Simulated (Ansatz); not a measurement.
## Worked example: the barrier

An elementary step of Si2NH5F3, doublet (SiF₃ ([F][Si]([F])[F]) + SiNH₅ ([NH2][SiH3]) → SiHF₃ ([F][SiH]([F])[F]) + SiNH₄ ([NH][SiH3]); bonds formed: H1–Si4; bonds broken: H1–N2). “Start” is the structure reached by relaxing down from the saddle towards the reactants; PBE0-D4/def2-TZVP structures. The saddle:

```
11
angstrom
H -0.1686 0.3357 0.8332
N -0.5971 -1.0510 0.6862
Si -0.7475 -1.3674 -1.0357
Si 0.7056 1.6572 0.7597
F 2.0887 1.4235 1.4825
F 0.0023 2.8924 1.4399
F 1.0010 2.0299 -0.7446
H 0.2021 -1.5117 1.1247
H -1.3820 -2.7075 -1.1526
H -1.6379 -0.3239 -1.5981
H 0.5334 -1.3773 -1.7952
```

Computed with Ansatz 0.2.0 (basis: def2-TZVPP and def2-QZVPP); correlated methods freeze the cores; orbitals are unrestricted.

Energies in eV:

| quantity | saddle | start |
| --- | --- | --- |
| Hartree–Fock, triple zeta (X = 3) | -25412.01433 | -25413.07893 |
| Hartree–Fock, quadruple zeta (X = 4) | -25413.00974 | -25414.07378 |
| MP2 correlation, X = 3 | -32.32475 | -32.72569 |
| MP2 correlation, X = 4 | -35.23779 | -35.66757 |
| CCSD(T) correlation, X = 3 | -34.50219 | -34.63790 |

Work out the barrier at the basis limit: extrapolate Hartree–Fock as E(X) = E∞ + A exp(−7.88 √X) and the MP2 correlation as E(X) = E∞ + B X^−2.97 (the exponents that Neese and Valeev fitted for def2-TZVPP and QZVPP), then add CCSD(T) − MP2 in triple zeta.

Each step is linear, so take the differences first (saddle − start): Hartree–Fock 1.06460 (X = 3) and 1.06404 (X = 4); MP2 correlation 0.40094 and 0.42978; CCSD(T) correlation 0.13571.
Two points give E∞ = E(4) + w [E(4) − E(3)], with w = 1/(exp(7.88 (2 − √3)) − 1) = 0.1377 for Hartree–Fock and w = 1/((4/3)^2.97 − 1) = 0.7407 for the correlation.
Hartree–Fock: 1.06404 + 0.1377 × (-0.00056) = 1.0640 eV.
MP2 correlation: 0.42978 + 0.7407 × 0.02884 = 0.4511 eV.
CCSD(T) − MP2: 0.13571 − 0.40094 = -0.2652 eV.
Sum: 1.0640 + 0.4511 + (-0.2652) = 1.2499 eV, or 28.82 kcal/mol. Plain CCSD(T) in triple zeta gives 1.2003 eV, so the larger basis shifts the result by 0.0496 eV.

T1 diagnostic: at most 0.017. ⟨S²⟩ of the unrestricted Hartree–Fock references: 0.75 to 0.78 (a pure state has 0.75).

Radical steps of this kind take place in plasma deposition and etching.

Labels in which every atom is bracketed show which atoms are joined, not bond orders.

For scale, one of the runs: CCSD(T)/def2-TZVPP, 278 basis functions, launched by `ansatz run in.yaml --threads 4 --pin off --events-out ev --progress --plain --max-ram 63488MiB --backend cuda --devices 0, --max-vram 37GiB`. The run took 15 s on 4 CPU threads of an AMD EPYC 7R13 and a share of one NVIDIA H100 (shared host), with 0.9 GiB of host memory at its peak.
